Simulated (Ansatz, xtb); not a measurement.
## Two isomers of C4H5BrClF

Structure I is `F/C(Br)=C\CCCl`, a singlet and structure II is `C/C(CBr)=C(/F)Cl`, a singlet. Both are isolated molecules in the gas phase, relaxed with PBE0-D3(BJ)/def2-SVP; the shapes shown needn't be the lowest conformers.

I (Å):

```json
{"atom": "C", "x (Å)": "-2.8183", "y (Å)": "-0.3746", "z (Å)": "-0.7866"}
{"atom": "C", "x (Å)": "-1.4889", "y (Å)": "-0.4088", "z (Å)": "-0.8274"}
{"atom": "C", "x (Å)": "-0.6766", "y (Å)": "-1.5391", "z (Å)": "-0.2815"}
{"atom": "C", "x (Å)": "0.2357", "y (Å)": "-2.1817", "z (Å)": "-1.3117"}
{"atom": "Br", "x (Å)": "-3.8700", "y (Å)": "1.0212", "z (Å)": "-1.4625"}
{"atom": "Cl", "x (Å)": "1.4472", "y (Å)": "-1.0256", "z (Å)": "-1.9454"}
{"atom": "F", "x (Å)": "-3.5485", "y (Å)": "-1.3384", "z (Å)": "-0.2465"}
{"atom": "H", "x (Å)": "-0.9673", "y (Å)": "0.4275", "z (Å)": "-1.2963"}
{"atom": "H", "x (Å)": "-0.0563", "y (Å)": "-1.1755", "z (Å)": "0.5562"}
{"atom": "H", "x (Å)": "-1.3388", "y (Å)": "-2.3200", "z (Å)": "0.1240"}
{"atom": "H", "x (Å)": "-0.3330", "y (Å)": "-2.5530", "z (Å)": "-2.1753"}
{"atom": "H", "x (Å)": "0.7961", "y (Å)": "-3.0172", "z (Å)": "-0.8710"}
```

II (Å):

```xyz
12

C    -1.2354   -1.3350    0.5417
C    -0.8630   -1.2144   -0.8993
C    -1.7478   -0.4110   -1.7856
C     0.2129   -1.8024   -1.4398
Br   -3.4673   -1.3093   -2.1067
Cl    1.3614   -2.7568   -0.5970
F     0.5132   -1.6948   -2.7239
H    -2.2486   -1.7586    0.6298
H    -1.2534   -0.3421    1.0202
H    -0.5387   -1.9749    1.0957
H    -2.0166    0.5469   -1.3217
H    -1.3141   -0.2358   -2.7747
```

Quicker runs give these differences E(II) − E(I): GFN2-xTB −6.9 kcal/mol; HF/STO-3G +2.5 kcal/mol (at GFN2-xTB geometries); r2SCAN-D4/def2-SVP −5.4 kcal/mol (at GFN2-xTB geometries).

Estimate which is lower in electronic energy at CCSD(T)/def2-SVP + ΔMP2/def2-TZVPP, and by roughly how much.

The CCSD(T)/def2-SVP + ΔMP2/def2-TZVPP calculation puts structure II lower, by 3.7 kcal/mol.

How the difference moves with the method:

```json
{"level": "GFN2-xTB", "geometry": "GFN2-xTB", "E(II) − E(I) (kcal/mol)": "−6.9", "departure from the last row (kcal/mol)": "−3.1", "job, with rough time for the two": "optimisation, 0.35 s"}
{"level": "HF/STO-3G", "geometry": "GFN2-xTB", "E(II) − E(I) (kcal/mol)": "+2.5", "departure from the last row (kcal/mol)": "+6.3", "job, with rough time for the two": "single point, 0.5 s"}
{"level": "r2SCAN-D4/def2-SVP", "geometry": "GFN2-xTB", "E(II) − E(I) (kcal/mol)": "−5.4", "departure from the last row (kcal/mol)": "−1.6", "job, with rough time for the two": "single point, 2.4 s"}
{"level": "PBE0-D3(BJ)/def2-SVP", "geometry": "PBE0-D3(BJ)/def2-SVP", "E(II) − E(I) (kcal/mol)": "−5.2", "departure from the last row (kcal/mol)": "−1.4", "job, with rough time for the two": "optimisation, 30 s"}
{"level": "HF/def2-SVP", "geometry": "PBE0-D3(BJ)/def2-SVP", "E(II) − E(I) (kcal/mol)": "−2.3", "departure from the last row (kcal/mol)": "+1.5", "job, with rough time for the two": "part of the CCSD(T) run"}
{"level": "MP2/def2-SVP", "geometry": "PBE0-D3(BJ)/def2-SVP", "E(II) − E(I) (kcal/mol)": "−5.3", "departure from the last row (kcal/mol)": "−1.5", "job, with rough time for the two": "part of the CCSD(T) run"}
{"level": "CCSD(T)/def2-SVP", "geometry": "PBE0-D3(BJ)/def2-SVP", "E(II) − E(I) (kcal/mol)": "−4.5", "departure from the last row (kcal/mol)": "−0.7", "job, with rough time for the two": "single point"}
{"level": "CCSD(T)/def2-SVP + ΔMP2/def2-TZVPP", "geometry": "PBE0-D3(BJ)/def2-SVP", "E(II) − E(I) (kcal/mol)": "−3.7", "departure from the last row (kcal/mol)": "", "job, with rough time for the two": "single point, 50 s"}
```

As drawn, both hold the same kinds of bond in the same numbers. Structure I has 0 methyl groups, II 1.

HF/STO-3G puts the two in the other order. The largest departure from CCSD(T)/def2-SVP + ΔMP2/def2-TZVPP is that of HF/STO-3G, 6.3 kcal/mol. The last row adds to CCSD(T) the change of the MP2 difference between the two basis sets, here +0.7 kcal/mol.

With thermal terms from frequencies at re-optimised GFN2-xTB minima (ideal gas, soft modes damped towards free rotors, one conformer each, 298.15 K, 1 atm): on the last row, ΔE + ΔZPE = −4.0, ΔH = −3.8, ΔG = −4.0 kcal/mol.

The correlated steps freeze 19 core orbitals; the filled d shell of Br is correlated, in a basis made for valence electrons. Codes used: Ansatz 0.2.0, xtb 6.7.1; the last row on 4 threads of Intel(R) Xeon(R) Platinum 8375C CPU @ 2.90GHz (Ice Lake) on a shared host.
